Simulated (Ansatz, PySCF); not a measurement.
Gas-phase reaction in SMILES: [SiH2]Cl -> [SiH2-]Cl (an electron is taken up)
Structures are relaxed separately at B3LYP-D3(BJ)/def2-TZVP in Ansatz (a first-principles code).
Geometry of the first species:
```xyz
4

Si     0.8482    -0.5964     0.0451
Cl    -0.7918     0.6599    -0.0481
H      0.7777    -1.3629     1.3143
H      0.8078    -1.5048    -1.1282
```
Charge 0, spin multiplicity 2.

Quantity: adiabatic electron affinity (0 K, with B3LYP-D3(BJ) harmonic zero-point energies from PySCF), positive where the reaction releases energy, in eV. Correlated levels leave the core frozen unless marked. Open shells are spin-unrestricted. No spin-orbit coupling. Non-relativistic. FCI takes restricted orbitals. Anions need diffuse functions: def2-D sets add few; the other sets have none. CBS marks a two-point X^-3 extrapolation of the correlation energy; Hartree-Fock from the larger set.

```tsv
level	program	adiabatic electron affinity (eV)
BP86/def2-TZVPD	PySCF	1.93
```

Problem. What does CCSD(T)/CBS(def2-TZVPPD,def2-QZVPPD) (Ansatz) give?

Solution. 1.86 eV
